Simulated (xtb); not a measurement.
A run for xtb: GFN2-xTB on GeH4SSe (SMILES S[Se][GeH3]), a point of a torsion scan.

```
$ xtb mol.xyz --gfn 2 --opt vtight --chrg 0 --uhf 0 --input xcontrol
7

S      2.41653470     0.32566096     0.08433745
Se     0.75334978    -1.15341778     0.49817488
Ge    -1.28097774     0.04768753     0.37882797
H      3.19005242    -0.09158618    -1.00661528
H     -1.16864978     1.04493498    -0.81254287
H     -2.42365924    -0.92398849     0.04746633
H     -1.46822305     0.78246265     1.71541199
$constrain
  force constant=1.0
  dihedral: 1,2,3,5,40.0
$end
```

The log:

```
[...]
           -------------------------------------------------
          |                Calculation Setup                |
           -------------------------------------------------



           -------------------------------------------------
          |                 G F N 2 - x T B                 |
           -------------------------------------------------

        Reference                      10.1021/acs.jctc.8b01176
      * Hamiltonian:
        H0-scaling (s, p, d)           1.850000    2.230000    2.230000
        zeta-weighting                 0.500000
      * Dispersion:
        s8                             2.700000
        a1                             0.520000
        a2                             5.000000
        s9                             5.000000
      * Repulsion:
        kExp                           1.500000    1.000000
        rExp                           1.000000
      * Coulomb:
        alpha                          2.000000
        third order                    shell-resolved
        anisotropic                    true
        a3                             3.000000
        a5                             4.000000
        cn-shift                       1.200000
        cn-exp                         4.000000
        max-rad                        5.000000


          ...................................................
          :                      SETUP                      :
          :.................................................:
          :  # basis functions                  34          :
          :  # atomic orbitals                  31          :
          :  # shells                           13          :
          :  # electrons                        20          :
          :  max. iterations                   250          :
          :  Hamiltonian                  GFN2-xTB          :
          :  restarted?                      false          :
          :  GBSA solvation                  false          :
          :  PC potential                    false          :
          :  electronic temp.          300.0000000     K    :
          :  accuracy                    1.0000000          :
          :  -> integral cutoff          0.2500000E+02      :
          :  -> integral neglect         0.1000000E-07      :
          :  -> SCF convergence          0.1000000E-05 Eh   :
          :  -> wf. convergence          0.1000000E-03 e    :
          :  Broyden damping             0.4000000          :
          :  net charge                          0          :
          :  unpaired electrons                  0          :
          ...................................................

 iter      E             dE          RMSdq      gap      omega  full diag
   1    -10.4186781 -0.104187E+02  0.717E+00    2.72       0.0  T
   2    -10.4210287 -0.235059E-02  0.642E+00    2.64       1.0  T
   3    -10.4318113 -0.107827E-01  0.290E+00    2.59       1.0  T
   4    -10.4316139  0.197422E-03  0.182E+00    2.55       1.0  T
   5    -10.4341792 -0.256523E-02  0.447E-01    2.55       1.0  T
   6    -10.4342002 -0.210586E-04  0.387E-01    2.55       1.0  T
   7    -10.4342845 -0.843196E-04  0.115E-01    2.55       1.0  T
   8    -10.4342924 -0.786800E-05  0.479E-02    2.55       1.0  T
   9    -10.4342930 -0.622143E-06  0.151E-02    2.55       2.5  T
  10    -10.4342931 -0.127326E-06  0.119E-02    2.55       3.2  T
  11    -10.4342932 -0.885764E-07  0.197E-03    2.55      19.2  T
  12    -10.4342932 -0.433772E-08  0.377E-04    2.55     100.3  T
  13    -10.4342932 -0.682423E-10  0.122E-04    2.55     309.0  T

   *** convergence criteria satisfied after 13 iterations ***

         #    Occupation            Energy/Eh            Energy/eV
      -------------------------------------------------------------
         1        2.0000           -0.7524295             -20.4746
       ...           ...                  ...                  ...
         4        2.0000           -0.5014266             -13.6445
         5        2.0000           -0.4666376             -12.6979
         6        2.0000           -0.4643555             -12.6358
         7        2.0000           -0.4565409             -12.4231
         8        2.0000           -0.4311272             -11.7316
         9        2.0000           -0.3990199             -10.8579
        10        2.0000           -0.3770636             -10.2604 (HOMO)
        11                         -0.2832197              -7.7068 (LUMO)
        12                         -0.2018588              -5.4929
        13                         -0.1800094              -4.8983
        14                         -0.1533638              -4.1732
        15                         -0.1453604              -3.9555
       ...                                ...                  ...
        31                          1.1691219              31.8134
      -------------------------------------------------------------
                  HL-Ga
[...]
           -0.1730744              -4.7096
        14                         -0.1469797              -3.9995
        15                         -0.1351067              -3.6764
       ...                                ...                  ...
        31                          1.2462245              33.9115
      -------------------------------------------------------------
                  HL-Gap            0.1195508 Eh            3.2531 eV
             Fermi-level           -0.3275846 Eh           -8.9140 eV

 SCC (total)                   0 d,  0 h,  0 min,  0.005 sec
 SCC setup                      ...        0 min,  0.000 sec (  1.499%)
 Dispersion                     ...        0 min,  0.000 sec (  0.464%)
 classical contributions        ...        0 min,  0.000 sec (  0.182%)
 integral evaluation            ...        0 min,  0.001 sec ( 27.114%)
 iterations                     ...        0 min,  0.001 sec ( 23.172%)
 molecular gradient             ...        0 min,  0.002 sec ( 44.609%)
 printout                       ...        0 min,  0.000 sec (  2.560%)

         :::::::::::::::::::::::::::::::::::::::::::::::::::::
         ::                     SUMMARY                     ::
         :::::::::::::::::::::::::::::::::::::::::::::::::::::
         :: total energy             -10.422354445688 Eh    ::
         :: gradient norm              0.000033640977 Eh/a0 ::
         :: HOMO-LUMO gap              3.253142194939 eV    ::
         ::.................................................::
         :: SCC energy               -10.456824404843 Eh    ::
         :: -> isotropic ES            0.000960998235 Eh    ::
         :: -> anisotropic ES          0.000142648348 Eh    ::
         :: -> anisotropic XC          0.004520859483 Eh    ::
         :: -> dispersion             -0.004840472907 Eh    ::
         :: repulsion energy           0.034469531062 Eh    ::
         :: add. restraining           0.000000428093 Eh    ::
         :: total charge               0.000000000000 e     ::
         :::::::::::::::::::::::::::::::::::::::::::::::::::::

           -------------------------------------------------
          |                Property Printout                |
           -------------------------------------------------

    * Orbital Energies and Occupations

         #    Occupation            Energy/Eh            Energy/eV
      -------------------------------------------------------------
         1        2.0000           -0.7576615             -20.6170
         2        2.0000           -0.7242252             -19.7072
         3        2.0000           -0.6436888             -17.5157
         4        2.0000           -0.5100138             -13.8782
         5        2.0000           -0.4745912             -12.9143
         6        2.0000           -0.4639252             -12.6240
         7        2.0000           -0.4609991             -12.5444
         8        2.0000           -0.4439443             -12.0803
         9        2.0000           -0.3944202             -10.7327
        10        2.0000           -0.3873600             -10.5406 (HOMO)
        11                         -0.2678092              -7.2875 (LUMO)
        12                         -0.1977965              -5.3823
        13                         -0.1730744              -4.7096
        14                         -0.1469797              -3.9995
        15                         -0.1351067              -3.6764
        16                         -0.0869622              -2.3664
        17                         -0.0389366              -1.0595
        18                         -0.0241165              -0.6562
        19                         -0.0165180              -0.4495
        20                         -0.0044614              -0.1214
        21                         -0.0010632              -0.0289
       ...                                ...                  ...
        31                          1.2462245              33.9115
      -------------------------------------------------------------
                  HL-Gap            0.1195508 Eh            3.2531 eV
             Fermi-level           -0.3275846 Eh           -8.9140 eV

     #   Z          covCN         q      C6AA      α(0)
     1  16 S        1.898    -0.185   148.897    20.538
     2  34 Se       1.855    -0.130   240.083    27.000
Note: The following floating-point exceptions are signalling: IEEE_UNDERFLOW_FLAG IEEE_DENORMAL
normal termination of xtb
     3  32 Ge       3.707     0.145   168.898    23.334
     4   1 H        0.923     0.172     1.250     1.749
     5   1 H        0.938     0.002     3.022     2.718
     6   1 H        0.938    -0.006     3.166     2.782
     7   1 H        0.938     0.002     3.015     2.715

 Mol. C6AA /au·bohr⁶  :       2211.376387
 Mol. C8AA /au·bohr⁸  :     131590.613243
 Mol. α(0) /au        :         80.834399


Wiberg/Mayer (AO) data.
largest (>0.10) Wiberg bond orders for each atom

 ---------------------------------------------------------------------------
     #   Z sym  total        # sym  WBO       # sym  WBO       # sym  WBO
 ---------------------------------------------------------------------------
     1  16 S    2.226 --     2 Se   1.243     4 H    0.936
     2  34 Se   2.430 --     1 S    1.243     3 Ge   0.966
     3  32 Ge   3.503 --     2 Se   0.966     6 H    0.838     5 H    0.833
                             7 H    0.832
     4   1 H    0.970 --     1 S    0.936
     5   1 H    1.000 --     3 Ge   0.833
     6   1 H    1.000 --     3 Ge   0.838
     7   1 H    1.000 --     3 Ge   0.832
 ---------------------------------------------------------------------------

Topologies differ in total number of bonds
Writing topology from bond orders to xtbtopo.mol

molecular dipole:
                 x           y           z       tot (Debye)
 q only:       -0.369       0.118      -0.592
   full:       -0.483      -0.028      -0.625       2.010
molecular quadrupole (traceless):
                xx          xy          yy          xz          yz          zz
 q only:        2.131      -0.858      -1.186      -3.300       0.635      -0.945
  q+dip:       -0.199      -1.580      -0.825      -4.959       1.410       1.024
   full:        1.239      -1.114      -1.242      -4.796       1.018       0.003

           -------------------------------------------------
          |                Geometry Summary                 |
           -------------------------------------------------

      molecular mass/u    :      187.6834891
   center of mass at/Å    :        0.2421482      -0.3815381       0.5582863
  moments of inertia/u·Å² :        0.9404071E+02   0.3256703E+03   0.4104449E+03
rotational constants/cm⁻¹ :        0.1792589E+00   0.5176288E-01   0.4107160E-01

 * 4 selected distances

     #   Z          #   Z                                           value/Å
     1  16 S        4   1 H                                       1.3349676 (min)
     3  32 Ge       5   1 H                                       1.5016940 (max)
     3  32 Ge       6   1 H                                       1.4981803
     3  32 Ge       7   1 H                                       1.5015858

 * 2 distinct bonds (by element types)

   Z      Z             #   av. dist./Å        max./Å        min./Å
   1 H   16 S           1     1.3349676     1.3349676     1.3349676
   1 H   32 Ge          3     1.5004867     1.5016940     1.4981803


optimized geometry written to: xtbopt.xyz


           -------------------------------------------------
          | TOTAL ENERGY              -10.422354445688 Eh   |
          | GRADIENT NORM               0.000033640977 Eh/α |
          | HOMO-LUMO GAP               3.253142194939 eV   |
           -------------------------------------------------

------------------------------------------------------------------------
------------------------------------------------------------------------
 total:
 SCF:
 ANC optimizer:
```

The run finished.

Warnings raised: the energy holds the restraint's term.

Cost: roughly 0.4 core-seconds.
